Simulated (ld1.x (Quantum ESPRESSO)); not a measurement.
How hard is this Hg RRKJ potential?

```
Element                 : Hg (Z = 80)
Generator               : ld1.x (Quantum ESPRESSO) 7.5
Type                    : norm-conserving RRKJ (Kleinman–Bylander form)
Functional              : PBE
Relativity              : scalar-relativistic
Frozen core             : [Kr] 4d10 4f14 5s2
Valence charge          : 18
Reference configuration : 5p6 5d10 6s2 6p0
Partial waves           : 5p (bound): rc 1.85 bohr; 5d (bound): rc 1.65 bohr; 6s (bound): rc 2.20 bohr
Local potential         : the s channel
Core correction         : none
```

The pseudo-atom Hamiltonian at the reference potential is diagonalised in spherical Bessel functions j_l(qr) that vanish at 20 bohr, with q² up to the cutoff. All-electron valence levels (Ry): 5p -4.8888, 6p -0.0769, 5d -0.7247, 6s -0.5010.

**Question.** How do the lowest levels (Ry) of each channel move with the cutoff, and are there ghosts?

**Answer.**

```csv
cutoff (Ry),p #1,p #2,p #3,d #1,s #1,f #1,Σ f·Δε (mRy)
8,-2.4572,-0.0150,0.0735,0.0613,-0.4927,0.1157,22467.4
15,-4.3626,-0.0434,0.0627,-0.1018,-0.4956,0.1157,9397.3
25,-4.8590,-0.0459,0.0620,-0.5900,-0.5006,0.1157,1527.0
45,-4.8888,-0.0460,0.0620,-0.7243,-0.5010,0.1157,4.4
60,-4.8888,-0.0460,0.0620,-0.7246,-0.5010,0.1157,1.3
90,-4.8888,-0.0460,0.0620,-0.7247,-0.5010,0.1157,0.4
400,-4.8888,-0.0460,0.0620,-0.7248,-0.5010,0.1157,0.0
```

Result: no extra level below or beside the all-electron valence levels (p, d, s, f tested); 10 mRy is reached at 45 Ry and 1 mRy at 70 Ry.

1 of 7 tests not solved or not reliable.
